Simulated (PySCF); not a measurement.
CH6O3Si2, SMILES O=C([SiH2]O)[SiH2]O. Atoms are numbered in the order given.

```xyz
12

O      0.0000     0.0000     1.3448
C      0.0000     0.0000     0.1127
Si    -1.7655     0.0000    -0.6739
O     -2.7494     0.0000     0.6613
Si     1.7655     0.0000    -0.6739
O      2.7494     0.0000     0.6613
H     -1.9340     1.2134    -1.5196
H     -1.9340    -1.2134    -1.5196
H     -2.2067     0.0000     1.4664
H      1.9340    -1.2134    -1.5196
H      1.9340     1.2134    -1.5196
H      2.2067     0.0000     1.4664
```
Charge 0, spin multiplicity 1.

Geometry: ωB97X-D3(BJ)/def2-SVP. This is a generated structure with no PubChem entry under its InChIKey; it may be hypothetical. Other conformers were not sampled.

Two levels are set side by side: PBE/pcSseg-1 (PySCF) and KT2/pcSseg-1 (PySCF). GIAO shifts against H2O (¹⁷O), TMS (²⁹Si), TMS (¹H), TMS (¹³C) at the same level; non-relativistic, no solvent, atoms listed together averaged. Differences are taken from unrounded values.

```csv
quantity,PBE
δ(¹⁷O) of O1 (ppm),1012.0
δ(¹³C) of C2 (ppm),323.5
"δ(²⁹Si) of Si3, Si5 (ppm)",-42.6
"δ(¹⁷O) of O4, O6 (ppm)",-8.7
"δ(¹H) of H7, H8, H10, H11 (ppm)",5.59
"δ(¹H) of H9, H12 (ppm)",2.43
```

### Question
These are the PBE values. What does KT2 give? (Estimate from the structure and the level; the computed values follow.)

### Answer

```csv
quantity,KT2,PBE minus KT2
δ(¹⁷O) of O1 (ppm),920.5,91.5
δ(¹³C) of C2 (ppm),293.3,30.2
"δ(²⁹Si) of Si3, Si5 (ppm)",-39.5,-3.2
"δ(¹⁷O) of O4, O6 (ppm)",-13.1,4.3
"δ(¹H) of H7, H8, H10, H11 (ppm)",5.49,0.10
"δ(¹H) of H9, H12 (ppm)",2.36,0.07
```

Rough cost on one machine, each run with all the roots and properties that it gave: KT2 against PBE within a factor of 2.
